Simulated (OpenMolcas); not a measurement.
W4+ (d2) in a complex was computed by SS-CASPT2, IPEA 0.25 Eh, imaginary shift 0.1 Eh with the d shell active (OpenMolcas, ANO-RCC-VTZP on the metal). Its lowest spin-free states, and all those of the highest spin:

| 2S+1 | Degeneracy | E (cm-1) |
| --- | --- | --- |
| 3 | 3 | 0 |
| 1 | 3 | 6440 |
| 1 | 2 | 6910 |
| 1 | 1 | 16100 |
| 3 | 3 | 20110 |
| 3 | 3 | 25750 |
| 1 | 3 | 26230 |
| 1 | 3 | 28590 |
| 3 | 1 | 41660 |
| 1 | 2 | 46990 |
| 1 | 1 | 54330 |

Task: Is the site octahedral, tetrahedral or cube-like, axial, or of lower symmetry?

Result: The states with 2S+1 = 3 have orbital degeneracies 3, 3, 3, 1. Threefold states need a cubic site. For d2 at this spin an octahedron puts the threefold T1 below the threefold T2 and a tetrahedron or cube puts the single A2 below the threefold T2, so the site is octahedral. The run had W4+ with 6 ligands (chloride) in octahedral coordination (Oh) at 2.55 Å. A charge of +0.333 e stands 2.6 Å behind each ligand. Ligand basis ANO-RCC-VDZP.

Roots that are degenerate in the reference are averaged as groups; the widest CASPT2 spread within a group is 140 cm-1 (the 3-fold group of multiplicity 1 near 26200 cm-1 above the lowest state of its run). Shifts and gaps below about the spread of the groups concerned are not significant. Over all roots computed the reference weight is 0.65 to 0.66; a low but even weight reflects the number of correlated electrons. An orbital triplet at a regular site is open to Jahn-Teller coupling, which can distort the site and quench the lowest spin-orbit gaps and is left out. The least metal-like active orbital is 74 % on the metal (Löwdin) and no ligand orbital is active, so the numbers are rough. Ligand-to-metal charge-transfer states are missing. With no ligand orbital active B as a rule stays too high, so bands that hang on it stand too high and its fall with covalency is understated. With one d shell and no ligand orbital active, 10Dq can be off by a tenth or more. The distance lies 5 % over the 2.42 Å that this model takes as the normal distance (a Shannon-type radius plus a fixed donor radius); by an R⁻⁵ law this alone changes a d-shell field by about -23 %. No measured value stands beside these numbers; the geometry was imposed, not optimised, and the real ion may take another.
